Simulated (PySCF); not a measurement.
[MoNCl5]3- (charge -3 and doublet state).
Bonds: Mo1–N2, Mo1–Cl3, Mo1–Cl4, Mo1–Cl5, Mo1–Cl6, Mo1–Cl7.

Method: PBE0-D3(BJ)/def2-SVP geometry optimisation, gas phase, def2 core potentials past Kr in PySCF.

Problem. How far are the bound atoms from Mo1?

Solution. 6 atoms: N2 1.635 Å, Cl6 2.536 Å, Cl4 2.536 Å, Cl5 2.537 Å, Cl7 2.537 Å, Cl3 3.067 Å.

Problem. List the angles at Mo1.

Solution. 
| angle | degrees | distance of the outer atoms (Å) |
| --- | --- | --- |
| N2–Mo1–Cl3 | 179.8 | 4.70 |
| Cl4–Mo1–Cl5 | 170.0 | 5.05 |
| Cl6–Mo1–Cl7 | 170.0 | 5.05 |
| N2–Mo1–Cl4 | 95.1 | 3.14 |
| N2–Mo1–Cl6 | 95.1 | 3.14 |
| N2–Mo1–Cl7 | 94.9 | 3.13 |
| N2–Mo1–Cl5 | 94.9 | 3.13 |
| Cl5–Mo1–Cl6 | 89.6 | 3.57 |
| Cl4–Mo1–Cl6 | 89.6 | 3.57 |
| Cl4–Mo1–Cl7 | 89.5 | 3.57 |
| Cl5–Mo1–Cl7 | 89.5 | 3.57 |
| Cl3–Mo1–Cl4 | 85.1 | 3.81 |
| Cl3–Mo1–Cl6 | 85.1 | 3.81 |
| Cl3–Mo1–Cl7 | 85.0 | 3.80 |
| Cl3–Mo1–Cl5 | 84.9 | 3.80 |

Problem. What is the shape at Mo1?

Solution. Distorted octahedral: the three widest angles are 179.8°, 170.0° and 170.0°, the others run from 84.9° to 95.1°. The Mo–Cl distances aren't all alike: 2.536 to 3.067 Å.

Problem. What are the rotational constants (commonest isotopes, rigid rotor)?

Solution. A = 653.5, B = 653.4, C = 565.9 MHz: an oblate symmetric top.

Point group: C4v (tolerance 0.08 Å). Charge -3, doublet. ⟨S²⟩ = 0.769 (exact for a doublet: 0.75). Whether so highly charged an anion holds all its electrons in the gas phase wasn't checked; a finite basis holds them in any case. The ion is multiply charged and computed without counter-ions or solvent. The geometry's basis has no diffuse functions, a weakness for an anion. No PBE0-D3(BJ)/def2-SVP frequencies stand behind this structure, so it isn't proved a minimum.

Time: 7.3 min. Hardware: x86-64 server, one thread, no GPU (shared host). That covers the optimisation of the geometry.

Caution for open-shell metal species: one SCF solution and one stationary point were followed, and a lower state or a bent or distorted shape isn't ruled out.
